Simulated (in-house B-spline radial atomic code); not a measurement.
PBE excitations of Xe

Method: PBE. Computed with a B-spline radial code for spherical atoms: linear response of the closed shell [Kr] 4d10 5s2 5p6 with the functional's adiabatic kernel; scalar-relativistic (spin-free one-electron X2C), finite nucleus, no spin-orbit coupling, no double excitations, S, P, D and F terms only; shells from n = 3 respond. Only terms of natural parity with L up to 3 were computed.

Command:
```bash
python run_td.py task.json out
```
Settings (radii: box in bohr, nucleus in fm):
```
Z                        54
electrons                54
configuration            [Kr] 4d10 5s2 5p6
hamiltonian              x2c
method                   pbe,pbe
box_radius               8
wall_radius              8
rms_radius               4.7859
intervals                67
```

Run time, properties included: 1.1 s on 1 thread of AMD EPYC 9R45 96-Core Processor (Zen 5), on a shared host.

Confined states, up to the first strongly mixed one, which can leave gaps near the end. Labels give the largest channel, * marks a mixed state, and oscillator strengths are full-response dipole values. Semilocal kernels can invert the small singlet-triplet splittings of Rydberg terms. Energies in eV:

```csv
state,full response,Tamm-Dancoff,oscillator strength
5p → 6s 3P,8.831,8.847,-
5p → 6s 1P,9.183,9.195,0.514
5p → 5d 3P,10.179,10.219,-
5p → 5d 3F,?,?,-
5p → 5d 1F,10.854,10.862,-
5p → 6p 3S,11.203,11.224,-
5p → 6p 3D,11.466,11.476,-
5p → 6p 1D,11.671,11.680,-
5p → 5d 1P,12.400,12.649,3.41
5p → 6p 1S,?,?,-
```

Q: Where does 5p → 6p 1S lie?

A: At 13.082 eV in full response, 13.288 eV in Tamm-Dancoff.

Q: Where does 5p → 5d 3F lie?

A: At 10.245 eV in full response, 10.296 eV in Tamm-Dancoff.

Q: How large is the singlet-triplet splitting of 5p → 6s (P terms) in Tamm-Dancoff?

A: 0.348 eV, from the unrounded values.

Q: What polarisabilities and dispersion coefficient does the method give?

A: Dipole 27.71 bohr³, quadrupole 206.6 bohr⁵, C6 297.5 hartree·bohr⁶ for two such species.
